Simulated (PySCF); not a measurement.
BrClFH₂NSi. Atoms are numbered in the order given.

```xyz
7

N      2.0418    -0.1744     0.4401
Si     0.3947     0.1879     0.5224
F     -0.2849    -0.0957     1.9617
Cl     0.1190     2.1774     0.1698
Br    -0.6978    -1.0551    -0.9123
H      2.3859    -1.1059     0.2399
H      2.7580     0.4707     0.7529
```
Charge 0, spin multiplicity 1.

Coordinates come from a ωB97X-D3(BJ)/def2-SVP optimisation. The structure was generated by enumeration, and PubChem lists no compound with its InChIKey, so it may never have been made. Other conformers were not sampled.

Level of theory: PBE/pcSseg-1 run with PySCF.

GIAO shieldings, no solvent; atoms alike by connectivity are averaged. δ = σ(ref) − σ: ¹⁵N against NH3 (σ = 267.0 ppm); ²⁹Si against TMS (σ = 335.4 ppm); ¹⁹F against CFCl3 (σ = 133.6 ppm); ³⁵Cl against HCl (σ = 936.5 ppm); ¹H against TMS (σ = 31.49 ppm), references at their B3LYP-D3(BJ)/def2-TZVP geometries, non-relativistic (without spin–orbit terms, shifts of atoms bonded to Cl or Br come out too high).

```tsv
atoms	nucleus	count	δ (ppm)
N1	¹⁵N	1	[?]
Si2	²⁹Si	1	-10.9
F3	¹⁹F	1	-92.9
Cl4	³⁵Cl	1	108.4
H6, H7	¹H	2	[?]
```

Task: What belongs in the gaps? (Estimate from the structure and the level; the computed values follow.)

Result: 
- H6, H7, δ (ppm): 1.93
- N1, δ (ppm): 56.5
